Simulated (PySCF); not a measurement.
## EPR parameters of C10H9

C10H9 (doublet state).
Geometry (PBE0-D3(BJ)/def2-SVP, Å), atoms numbered from 1 in this order:
```
atom  x, y, z in Å
C1    -2.093    2.002    0.391
C2    -2.428    0.771    0.043
C3    -1.523   -0.384   -0.107
C4    -2.036   -1.617   -0.283
C5    -0.055   -0.170   -0.041
C6     0.567    0.825   -0.809
C7     1.948    0.996   -0.765
C8     2.732    0.182    0.052
C9     2.126   -0.808    0.823
C10    0.744   -0.981    0.775
H11   -1.198    2.567    0.650
H12   -3.491    0.550   -0.130
H13   -3.116   -1.783   -0.313
H14   -1.388   -2.486   -0.410
H15   -0.039    1.456   -1.464
H16    2.418    1.769   -1.379
H17    3.815    0.322    0.089
H18    2.731   -1.446    1.472
H19    0.267   -1.746    1.392
```

The hyperfine couplings belong to this conformer and change with its torsions.

Identity: `[H]/[C]=C\C(=C)c1ccccc1` [radical].

The calculation used UKS B3LYP, IGLO-III on C, pcH-1 on H, non-relativistic, mean-field spin-orbit, GIAO in PySCF 2.14.0. Isolated species at its PBE0-D3(BJ)/def2-SVP geometry (one conformer only). The frame is twisted about the C3–C5 bond at this geometry (dihedral C4–C3–C5–C10 = -48°); couplings at other torsion angles weren't computed. Stability of the SCF solution: not tested.

```
g1, g2, g3   : 2.00183, 2.00215, 2.00279
g_iso        : 2.00226
Form of g    : rhombic: the two nearest values differ by 33 % of g3 − g1
⟨S²⟩         : 0.7651 (exact 0.7500)
Total energy : -386.50502 Eh
```

Hyperfine couplings atom by atom, in MHz; T1 to T3 are the principal values of the dipolar part; ρ(0) is the spin density at the nucleus:

```tsv
atom	isotope	a_iso	T1	T2	T3	Mulliken spin population	ρ(0) (bohr⁻³)
C1	13C	327.5	-82.8	-54.8	137.5	1.05	0.2914
C2	13C	-5.5	-19.8	3.2	16.6	-0.14	-0.0049
C3	13C	76.3	-8.5	-1.0	9.6	0.09	0.0679
C4	13C	-4.6	-10.3	3.7	6.6	-0.06	-0.0041
C5	13C	-3.0	-1.0	-0.1	1.2	0.00	-0.0026
C6	13C	1.7	-0.8	-0.3	1.1	0.00	0.0015
C7	13C	0.3	-0.5	0.0	0.5	0.00	0.0002
C8	13C	-0.2	-0.2	-0.1	0.2	0.00	-0.0002
C9	13C	0.3	-0.4	-0.2	0.6	0.00	0.0003
C10	13C	1.1	-0.5	-0.4	0.9	0.00	0.0010
H11	1H	48.1	-32.2	-8.9	41.0	0.01	0.0108
H12	1H	107.8	-6.4	-6.2	12.6	0.04	0.0241
H13	1H	4.5	-2.8	-1.6	4.4	0.00	0.0010
H14	1H	9.9	-1.3	-1.2	2.4	0.01	0.0022
H15	1H	2.3	-3.1	-2.5	5.5	0.00	0.0005
H16	1H	-0.2	-0.7	-0.6	1.2	0.00	0.0000
H17	1H	0.0	-0.3	-0.3	0.7	0.00	0.0000
H18	1H	-0.1	-0.5	-0.3	0.8	0.00	0.0000
H19	1H	-0.1	-1.0	-0.8	1.8	0.00	0.0000
```

The Mulliken spin populations are largest on C1 (+1.05), C2 (-0.14) and C3 (+0.09). No atom but C1 exceeds +0.15.

Axes: g2 points within 12° of the C2–C3 bond.

Under fast tumbling the dipolar parts average out, and these isotropic splittings remain: 1 × 1H (H12, I = 1/2, 2 lines) with 3.85 mT, 1 × 1H (H11, I = 1/2, 2 lines) with 1.72 mT, 1 × 1H (H14, I = 1/2, 2 lines) with 0.35 mT, 1 × 1H (H13, I = 1/2, 2 lines) with 0.16 mT and 2 × 1H (H15/H19, I = 1/2, 3 lines) with 0.04 mT.

Means are taken over nuclei equivalent by connectivity, which assumes that they swap fast.

The 13C coupling of C1 (327.5 MHz) shows only in satellite lines or after enrichment, since that isotope makes up about 1.07 % of natural carbon.

The spin density at the nucleus, in bohr⁻³, is negative for C2 (-0.0049), C4 (-0.0041) and C5 (-0.0026), for instance. A restricted open-shell determinant has no negative spin density anywhere; here it arises because α and β orbitals differ (spin polarisation).
